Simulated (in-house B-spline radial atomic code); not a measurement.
What moves the levels of Kr II (Kr+) ([Ar] 3d10 4s2 4p5)? Computed with an all-electron radial atomic-structure program (B-spline basis): Dirac-Hartree-Fock, average of the jj configuration, Fermi nucleus of rms radius 4.1635 fm.

Baseline run (computed): total energy -2788.3832 hartree, 1s1/2 at -530.1288 hartree, 4p3/2 at -24.734 eV with <r> = 1.846 bohr.

Changing the nucleus:

```tsv
nucleus	ΔE (eV)
Fermi nucleus of rms radius 4.187 fm, A = 74	0.00698
Fermi nucleus of rms radius 4.2097 fm, A = 75	0.0138
Fermi nucleus of rms radius 4.202 fm, A = 76	0.0114
Fermi nucleus of rms radius 4.2082 fm, A = 77	0.0133
Fermi nucleus of rms radius 4.2038 fm, A = 78	0.012
Fermi nucleus of rms radius 4.2034 fm, A = 79	0.0119
Fermi nucleus of rms radius 4.197 fm, A = 80	0.00996
Fermi nucleus of rms radius 4.1952 fm, A = 81	0.00942
Fermi nucleus of rms radius 4.1919 fm, A = 82	0.00844
Fermi nucleus of rms radius 4.1871 fm, A = 83	0.00701
Fermi nucleus of rms radius 4.1884 fm, A = 84	0.00739
Fermi nucleus of rms radius 4.1846 fm, A = 85	0.00626
Fermi nucleus of rms radius 4.1835 fm, A = 86	0.00594
Fermi nucleus of rms radius 4.1984 fm, A = 87	0.0104
Fermi nucleus of rms radius 4.2171 fm, A = 88	0.016
Fermi nucleus of rms radius 4.2286 fm, A = 89	0.0194
Fermi nucleus of rms radius 4.2423 fm, A = 90	0.0235
Fermi nucleus of rms radius 4.2543 fm, A = 91	0.0272
Fermi nucleus of rms radius 4.2724 fm, A = 92	0.0326
Fermi nucleus of rms radius 4.2794 fm, A = 93	0.0348
Fermi nucleus of rms radius 4.3002 fm, A = 94	0.0411
Fermi nucleus of rms radius 4.3067 fm, A = 95	0.0431
Fermi nucleus of rms radius 4.3267 fm, A = 96	0.0492
```

A larger nucleus binds the electrons less, roughly as the density at the nucleus times the change of the nuclear <r²>. The reference is A = 72.
